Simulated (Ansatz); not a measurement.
`N=C[SiH2]F` and `C=C[SiH2]C=N` differ in one atom or group.

Ansatz, PBE0-D4/def2-TZVP geometries, multiplicity 1. Each molecule was computed in one conformer, which needn't be the lowest.

```tsv
property	`N=C[SiH2]F`
HOMO–LUMO gap (B3LYP/def2-TZVPP) / eV	5.84
HOMO–LUMO gap (PBE0/def2-TZVPP) / eV	6.29
HOMO–LUMO gap (ωB97M-V/def2-TZVPP) / eV	10.88
LUMO energy (ωB97M-V/def2-TZVPP) / eV	1.05
LUMO energy (PBE/def2-TZVPP) / eV	-2.31
HOMO energy (ωB97M-V/def2-TZVPP) / eV	-9.82
```

(1) What does the change do to each property? (Estimate.)

Answers

(1) The calculation gave: 
```
                               property  `C=C[SiH2]C=N`  shift
  HOMO–LUMO gap (B3LYP/def2-TZVPP) / eV            6.02   0.18
   HOMO–LUMO gap (PBE0/def2-TZVPP) / eV            6.47   0.18
HOMO–LUMO gap (ωB97M-V/def2-TZVPP) / eV           11.02   0.14
  LUMO energy (ωB97M-V/def2-TZVPP) / eV            1.40   0.35
      LUMO energy (PBE/def2-TZVPP) / eV           -1.94   0.37
  HOMO energy (ωB97M-V/def2-TZVPP) / eV           -9.62   0.20
```

With PBE0 the HOMO rises by 0.20 eV and the LUMO rises by 0.38 eV, so the gap widens by about 0.18 eV. PBE moves the HOMO by 0.19 eV and ωB97M-V by 0.20 eV.

B3LYP here is the variant with VWN-RPA as its local correlation; programs differ in this.
